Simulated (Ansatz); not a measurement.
Born–Oppenheimer molecular dynamics of F$_{2}$H$_{5}$HfNO$_{2}$ (11 atoms, charge 0, multiplicity 1). It starts at the highest image of a converged band, a first-order saddle point between two minima.

Method: RKS PBE0-D4/def2-SVP (Ansatz 0.2.0).

```yaml
ensemble: NVE (velocity Verlet)
time_step: 0.5 fs
steps_asked: 200
starting_velocities_drawn_for: 300 K
seed: 9029
```

First frame:

```xyz
11
Properties=species:S:1:pos:R:3
Hf 0.137 -0.231 0.013
N 0.046 -0.142 2.217
H -0.868 -0.106 2.667
H 0.633 0.533 2.708
F 1.785 0.407 -0.733
O -1.071 1.233 -0.290
H -1.757 1.886 -0.407
F -0.815 -1.585 -0.977
O 1.068 -1.952 1.074
H 0.909 -2.898 1.009
H 0.643 -1.381 1.949
```

Problem. How far do the bonds stretch over the last three quarters of this one trajectory? (Pairs bonded in most of those frames.)

Solution. 
| bond | mean (Å) | spread (Å) | shortest | longest |
| --- | --- | --- | --- | --- |
| Hf1–N2 | 2.495 | 0.134 | 2.22 | 2.63 |
| Hf1–F5 | 1.917 | 0.034 | 1.88 | 1.97 |
| Hf1–O6 | 1.956 | 0.007 | 1.93 | 1.96 |
| Hf1–F8 | 1.929 | 0.009 | 1.91 | 1.94 |
| Hf1–O9 | 2.070 | 0.123 | 1.88 | 2.31 |
| N2–H3 | 1.021 | 0.016 | 0.99 | 1.05 |
| N2–H4 | 1.023 | 0.030 | 0.97 | 1.08 |
| N2–H11 | 1.041 | 0.048 | 0.96 | 1.14 |
| O6–H7 | 0.955 | 0.002 | 0.95 | 0.96 |
| O9–H10 | 0.964 | 0.002 | 0.96 | 0.97 |

Pairs bonded in part of these frames only: Hf1–H10 28 %, Hf1–H11 22 %.

Mean temperature of the second half: 580 K. The conserved energy stayed within 0.2 meV per atom of its start (net change 0.058 meV per atom), so the integration is sound. The kinetic energy rose, since the run started high on the potential surface and went downhill. A run of 0.1 ps of so small a system gives no equilibrium averages. The orbitals stay closed-shell, which can raise the energy where a bond breaks towards radicals; this wasn't checked here.

Time of the run: 9 min on 4 threads of Arm Neoverse V1, with other jobs on the host, peak memory 0.33 GiB.
